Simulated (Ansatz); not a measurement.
`[SiH3][O][Sn][Br]` + `[F][Zn][Cl]` → `[F][Sn][O][SiH3]` + `[Cl][Zn][Br]`  (redistribution)

Calculated with Ansatz (gas phase, PBE0-D4/def2-TZVP geometries, no zero-point term in ΔE). CCSD(T)/CBS is the MP2 limit (def2-TZVPP, def2-QZVPP) plus CCSD(T) − MP2 in def2-TZVPP, frozen cores. DFT in def2-TZVPP. B3LYP here is the variant with VWN-RPA as its local correlation; programs differ in this. HSE06 is defined as in plane-wave codes. Elements past krypton have def2 core potentials. For Br, Sn, Zn outer-core shells are correlated without core-valence functions, which leaves a few kJ/mol of doubt a bond. Scalar relativity is left out up to krypton. One conformer a species, not always the lowest.

`[SiH3][O][Sn][Br]`:

Cartesian coordinates in Å:
```
Si 0.671 0.713 0.020
O -0.631 0.292 -0.889
Sn -2.014 -1.098 -1.000
Br -1.259 -2.476 0.990
H 1.709 -0.352 -0.011
H 1.247 1.963 -0.542
H 0.278 0.958 1.433
```

`[F][Zn][Cl]`:

```xyz
3

F     0.372   -1.812    0.043
Zn    0.022   -0.109    0.003
Cl   -0.394    1.921   -0.045
```

`[F][Sn][O][SiH3]`:

Cartesian coordinates in Å:
```
F -1.354 -1.121 -1.943
Sn 0.458 -0.565 -2.376
O 0.863 0.145 -0.594
Si 0.163 0.335 0.878
H -1.045 1.199 0.789
H -0.230 -0.977 1.459
H 1.144 0.983 1.788
```

`[Cl][Zn][Br]`:

```xyz
3

Cl    1.764   -1.085   -0.505
Zn    0.037   -0.023   -0.010
Br   -1.801    1.108    0.516
```

```tsv
level	ΔE (kcal/mol)	difference from CCSD(T)/CBS
LDA (SPW92)	-9.2	0.5
PBE-D4	-8.8	0.9
revPBE-D4	-8.6	1.1
BLYP-D4	-8.4	1.3
r2SCAN-D4	-9.9	-0.2
B97M-V	-10.2	-0.5
PBE0-D4	-9.7	0.0
B3LYP-D4	-9.3	0.4
r2SCANh-D4	-10.1	-0.4
r2SCAN0-D4	-10.4	-0.7
HSE06-D4	-9.5	0.2
BHLYP-D4	-10.0	-0.3
CAM-B3LYP-D4	-10.7	-1.0
ωB97X-V	-11.0	-1.3
ωB97M-V	-11.0	-1.3
B2PLYP	-10.1	-0.4
PBE-QIDH	-10.1	-0.4
PBE	-9.4	0.3
revPBE	-9.6	0.1
BLYP	-9.7	0.0
r2SCAN	-10.0	-0.3
PBE0	-10.2	-0.5
B3LYP	-10.4	-0.7
r2SCANh	-10.2	-0.5
r2SCAN0	-10.6	-0.9
CAM-B3LYP	-11.3	-1.6
RPA@PBE/def2-TZVPP	-8.8	0.9
HF/def2-SVP	-12.0	-2.3
MP2/def2-SVP	-10.3	-0.6
CCSD(T)/def2-SVP	-10.0	-0.3
HF/def2-TZVPP	-12.4	-2.7
MP2/def2-TZVPP	-9.0	0.7
SCS-MP2/def2-TZVPP	-9.4	0.3
CCSD/def2-TZVPP	-9.9	-0.2
CCSD(T)/def2-TZVPP	-9.6	0.1
HF/def2-QZVPP	-11.9	-2.2
SCS-MP2/def2-QZVPP	-9.3	0.4
HF/CBS(def2)	-11.9	-2.2
MP2/CBS(def2)	-9.1	0.6
CCSD/CBS(def2)	-10.0	-0.3
CCSD(T)/CBS	-9.7	0
```

Largest T1 diagnostic among the species: 0.016.

From PBE to PBE0 (25 % exact exchange), in def2-TZVPP and without D4, ΔE moves by −0.8 kcal/mol. The D4 term adds +1.1 kcal/mol with B3LYP and +0.6 kcal/mol with PBE0; it sums over pairs of atoms, weighted by their polarisabilities, and B3LYP, whose exchange is more repulsive, gets the larger term.

CCSD(T)/CBS has its own doubt, a few kJ/mol and more with outer-core shells, so smaller differences from it don't rank the levels.
